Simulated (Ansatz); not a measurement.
`[OH][Ga]([Br])[O][SiH3]` + H₂O → `[OH][Ga]([OH])[O][SiH3]` + HBr  (formal hydrolysis of a Ga–Br bond)

Program: Ansatz. Geometries: PBE0-D4/def2-TZVP. ΔE: electronic, gas phase. CCSD(T)/CBS adds triple-zeta CCSD(T) − MP2 to the extrapolated MP2 energy (def2 sets, frozen cores). This one scheme is used for every species. Functionals use def2-TZVPP. B3LYP here is the variant with VWN-RPA as its local correlation; programs differ in this. For Br, Ga outer-core shells are correlated without core-valence functions, which leaves a few kJ/mol of doubt a bond. Scalar relativity is left out up to krypton. Each species was taken in one conformer, which may not be the lowest.

Question: Is it downhill or uphill in electronic energy at CCSD(T)/CBS, and by how much? (Estimate.)

Answer: The calculation gave: Uphill: ΔE = +0.74 eV.

Question: What do these levels give: B3LYP-D4, PBE0, B3LYP, MP2/def2-TZVPP, SCS-MP2/def2-TZVPP, SCS-MP2/def2-QZVPP? (Estimate.)

Answer: The calculation gave: B3LYP-D4 0.72, PBE0 0.76, B3LYP 0.68, MP2/def2-TZVPP 0.72, SCS-MP2/def2-TZVPP 0.68, SCS-MP2/def2-QZVPP 0.70 eV.

Largest T1 diagnostic among the species: 0.014.

From PBE to PBE0 (25 % exact exchange), in def2-TZVPP and without D4, ΔE moves by +0.05 eV. The D4 term adds +0.04 eV with B3LYP and +0.03 eV with PBE0; it sums over pairs of atoms, weighted by their polarisabilities, and B3LYP, whose exchange is more repulsive, gets the larger term. In def2-TZVPP, CCSD(T) changes the Hartree–Fock value by −0.08 eV (the triples alone add −0.00 eV) and MP2 by −0.05 eV.
